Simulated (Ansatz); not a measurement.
# Pulling the pair apart

The pair of H$_{2}$ (SMILES [H][H], atoms 1–2) and CH$_{2}$F$_{2}$ (SMILES FCF, atoms 3–7), both closed shells, in one local arrangement (a lower one may exist), relaxed at PBE0-D4/def2-TZVP:

H1  (0.060, -0.362, -3.062)
H2  (-0.020, -0.294, -2.323)
F3  (0.503, -0.947, 0.538)
C4  (0.002, 0.149, 1.149)
F5  (-0.707, 0.860, 0.243)
H6  (-0.670, -0.170, 1.950)
H7  (0.833, 0.764, 1.506)
(Å)

CH$_{2}$F$_{2}$ is shifted rigidly along the line between the mean atom positions of the two fragments (negative: closer). Counterpoise interaction energies in kcal/mol. Program: Ansatz 0.2.0. Basis: def2-TZVPPD. Cores are frozen in the correlated methods.

```csv
shift (Å),HF,r2SCAN-D4,wB97M-V
-0.29,0.47,-0.12,-0.18
-0.14,0.21,-0.23,-0.29
0.00,0.06,-0.27,-0.32
0.14,-0.02,-0.27,-0.32
0.35,-0.08,-0.24,-0.29
0.72,-0.10,-0.17,-0.22
1.45,-0.07,-0.09,-0.11
2.90,-0.03,-0.03,-0.03
```

(1) What does CCSD(T) give at these shifts? (To be estimated.)

The T1 diagnostic stays at or below 0.012.

## Answers

(1) By the calculation: -0.16, -0.28, -0.32, -0.33, -0.30, -0.22, -0.11, -0.03 kcal/mol. For zero shift, CCSD(T) at an estimated basis limit (MP2 extrapolated from triple and quadruple zeta, plus CCSD(T) − MP2 in triple zeta) gives -0.36 kcal/mol. These are counterpoise interaction energies, counted from the two frozen fragments.

For scale, one of the runs: CCSD(T)/def2-TZVPPD, 185 basis functions, launched by `ansatz run in.yaml --threads 2 --pin off --events-out ev --progress --plain --max-ram 5222MiB`. Hardware: 2 CPU threads of an Arm Neoverse V1, shared host. Wall time 48 s; peak host memory 2 GiB.
